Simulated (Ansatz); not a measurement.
Process, species as SMILES: [O]=[W](=[O])=[O] -> [O]=[W](=[O])=[O] as triplet, charge 0
Structures are relaxed separately at B3LYP-D3(BJ)/def2-TZVP in Ansatz (a program for electronic structure). Unstable Hartree-Fock reference: [O]=[W](=[O])=[O]. High T1 diagnostic, so coupled cluster is less sure: [O]=[W](=[O])=[O]. [O]=[W](=[O])=[O] as triplet, charge 0: The spin state was set by rule; other spins were not relaxed. A spin state is the lowest found, not a proven ground state.

Wanted: adiabatic triplet-singlet gap (electronic energy difference), in kcal/mol. Correlated levels leave the core frozen unless marked. Open shells are spin-unrestricted. No spin-orbit coupling. The frozen core is the preceding noble-gas configuration, with the filled d and f shells of earlier blocks. Past Kr the def2 sets carry scalar-relativistic core potentials. Basis-set limits of correlation are two-point, X^-3; Hartree-Fock from the larger set. [CCSD(T)-MP2]/basis is that difference in the basis named.

```tsv
level	program	adiabatic triplet-singlet gap (kcal/mol)
B97M-V/def2-TZVPD	Ansatz	[?]
PBE0/def2-TZVPD	Ansatz	[?]
r2SCANh-D4/def2-TZVPD	Ansatz + dftd4	[?]
CAM-B3LYP-D3(BJ)/def2-TZVPD	Ansatz + dftd3	[?]
LC-wPBE-D3(BJ)/def2-TZVPD	Ansatz + dftd3	33.1
LC-wPBE-D4/def2-TZVPD	Ansatz + dftd4	33.1
wB97M-V/def2-TZVPD	Ansatz	35.0
B2PLYP-D3(BJ)/def2-TZVPD	Ansatz + dftd3	43.9
B2PLYP/def2-TZVPD	Ansatz	43.9
PBE-QIDH/def2-TZVPD	Ansatz	41.2
RPA@PBE/def2-QZVPP	Ansatz	36.8
SCS-MP2/def2-TZVPP	Ansatz	58.4
RI-MP2/CBS(def2-TZVPP,def2-QZVPP)+[CCSD(T)-MP2]/def2-TZVPP	Ansatz	42.0
```

Task: Complete the blanks.

Result: 
- B97M-V/def2-TZVPD, adiabatic triplet-singlet gap (kcal/mol): 37.4
- PBE0/def2-TZVPD, adiabatic triplet-singlet gap (kcal/mol): 35.5
- r2SCANh-D4/def2-TZVPD, adiabatic triplet-singlet gap (kcal/mol): 33.6
- CAM-B3LYP-D3(BJ)/def2-TZVPD, adiabatic triplet-singlet gap (kcal/mol): 33.2
